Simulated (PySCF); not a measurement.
**How the method moves the HOMO and LUMO of `CC[SiH2]C`**

Compound: C3H10Si.
Cartesian coordinates in Å at the PBE0-D3(BJ)/def2-SVP level; atoms count from 1:
```xyz
14
C3H10Si angstrom
C     -2.139   -0.168    0.450
C     -0.711   -0.662    0.233
Si     0.553    0.713   -0.046
C      2.267    0.019   -0.389
H     -2.843   -1.001    0.603
H     -2.501    0.413   -0.413
H     -2.210    0.487    1.333
H     -0.665   -1.341   -0.637
H     -0.374   -1.261    1.097
H      0.599    1.599    1.163
H      0.110    1.561   -1.200
H      2.631   -0.581    0.459
H      2.256   -0.626   -1.282
H      2.991    0.828   -0.566
```

Basis pcSseg-2 throughout (PySCF), one geometry. Geometry: PBE0-D3(BJ)/def2-SVP, one conformer, isolated molecule.

Problem. How do the orbital energies, the gap and the dipole change with the method?

Solution. 
```csv
method,kind,HOMO (eV),LUMO (eV),gap (eV),μ (D),SCF cycles
BLYP,GGA,-6.85,-0.11,6.74,0.84,14
OPBE,GGA,-6.93,-0.01,6.92,0.87,14
B97-D,GGA,-6.95,0.00,6.95,0.85,14
PBE,GGA,-6.95,-0.14,6.81,0.86,13
LDA,LDA,-7.02,-0.26,6.76,0.86,13
KT2,GGA,-7.04,-0.19,6.85,0.82,14
BP86,GGA,-7.05,-0.03,7.02,0.86,13
KT3,GGA,-7.08,-0.29,6.79,0.82,14
B97-2,global hybrid,-7.98,0.60,8.58,0.84,12
B3LYP,global hybrid,-8.03,0.29,8.32,0.82,12
PBE0,global hybrid,-8.22,0.56,8.79,0.84,12
mPW1PW91,global hybrid,-8.26,0.55,8.81,0.84,12
BHandHLYP,global hybrid,-9.44,1.09,10.53,0.79,11
CAM-B3LYP,range-separated hybrid,-9.61,1.25,10.86,0.81,12
wB97X-D,range-separated hybrid,-10.09,2.24,12.32,0.83,11
LC-wPBE,range-separated hybrid,-10.95,2.39,13.34,0.82,11
HF,Hartree–Fock,-11.33,2.69,14.02,0.79,9
```

The HOMO spans 4.48 eV, from BLYP down to HF, and the gap runs from 6.74 eV (BLYP) to 14.02 eV (HF). Over the methods BLYP (0 %), OPBE (0 %), B97-D (0 %), PBE (0 %), LDA (0 %), KT2 (0 %), BP86 (0 %), KT3 (0 %), B97-2 (21 %), B3LYP (20 %), PBE0 (25 %), mPW1PW91 (25 %), BHandHLYP (50 %), HF (100 %), a straight line through the gap against the share of exact exchange rises by 0.72 eV for each 10 % (correlation coefficient 0.999). The dipole ranges from 0.79 D (HF) to 0.87 D (OPBE). This basis has no diffuse functions.
